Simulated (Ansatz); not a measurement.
Isolated molecules relaxed with PBE0-D4/def2-TZVP in Ansatz; ΔE leaves out vibrations. CBS: MP2 limit from def2 TZ/QZ plus the TZ coupled-cluster correction, frozen cores. This one scheme is used for every species. DFT in def2-TZVPP. B3LYP here is the variant with VWN-RPA as its local correlation; programs differ in this. For Ge outer-core shells are correlated without core-valence functions, which leaves a few kJ/mol of doubt a bond. Scalar relativity is left out up to krypton. One conformer a species, not always the lowest.

Reaction (ligand exchange at the Si–S bond): `[OH][GeH]([F])[S][SiH3]` + `CN(C)N` → `CN(C)N[SiH3]` + `[OH][GeH]([F])[SH]`

`[OH][GeH]([F])[S][SiH3]`:

```xyz
10

O     0.099   -1.138   -1.274
Ge   -0.880    0.328   -1.215
F    -2.413   -0.211   -0.596
S     0.076    1.727    0.163
Si    1.020    0.282    1.453
H    -0.444   -1.931   -1.251
H    -1.159    0.948   -2.586
H     0.065   -0.781    1.842
H     1.410    1.077    2.643
H     2.224   -0.302    0.821
```

`CN(C)N`:

Cartesian coordinates in Å:
```
C -1.023 0.904 -0.102
N -0.016 0.073 0.513
C 0.038 -1.241 -0.085
N 1.225 0.743 0.463
H -2.001 0.431 0.006
H -0.839 1.067 -1.180
H -1.037 1.873 0.394
H 0.320 -1.205 -1.155
H 0.770 -1.857 0.442
H -0.937 -1.727 -0.007
H 1.832 0.334 1.161
H 1.669 0.607 -0.450
```

`CN(C)N[SiH3]`:

```xyz
15

C    -0.100    0.596   -1.489
N     0.174   -0.602   -0.729
C    -1.036   -1.305   -0.360
N     0.982   -0.348    0.395
Si    0.710    0.803    1.653
H     0.840    1.067   -1.779
H    -0.650    0.328   -2.395
H    -0.703    1.337   -0.934
H    -1.583   -1.572   -1.267
H    -0.773   -2.219    0.172
H    -1.707   -0.709    0.281
H     1.890   -0.770    0.299
H     1.826    0.578    2.606
H     0.729    2.230    1.219
H    -0.598    0.586    2.328
```

`[OH][GeH]([F])[SH]`:

Cartesian coordinates in Å:
```
O 1.180 0.814 0.656
Ge -0.190 0.383 -0.356
F 0.320 0.375 -2.011
S -0.838 -1.700 -0.047
H 1.859 0.135 0.672
H -1.234 1.479 -0.168
H -1.097 -1.486 1.255
```

```tsv
level	ΔE (kJ/mol)	difference from CCSD(T)/CBS
PBE-D4	35.1	2.7
r2SCAN-D4	33.3	0.9
PBE0-D4	35.0	2.6
B3LYP-D4	26.5	-5.9
ωB97X-V	29.9	-2.5
ωB97M-V	30.2	-2.2
B2PLYP	28.8	-3.6
PBE	35.7	3.3
r2SCAN	33.8	1.4
PBE0	35.6	3.2
B3LYP	27.1	-5.3
HF/def2-TZVPP	26.6	-5.8
MP2/def2-TZVPP	32.5	0.1
SCS-MP2/def2-TZVPP	29.2	-3.2
CCSD/def2-TZVPP	28.6	-3.8
CCSD(T)/def2-TZVPP	30.2	-2.2
HF/def2-QZVPP	25.2	-7.2
MP2/def2-QZVPP	33.3	0.9
SCS-MP2/def2-QZVPP	30.0	-2.4
HF/CBS(def2)	25.0	-7.4
MP2/CBS(def2)	34.7	2.3
CCSD/CBS(def2)	30.8	-1.6
CCSD(T)/CBS	32.4	0
```

Largest T1 diagnostic among the species: 0.012.

In def2-TZVPP, CCSD(T) changes the Hartree–Fock value by +3.6 kJ/mol (the triples alone add +1.5 kJ/mol) and MP2 by +5.9 kJ/mol.
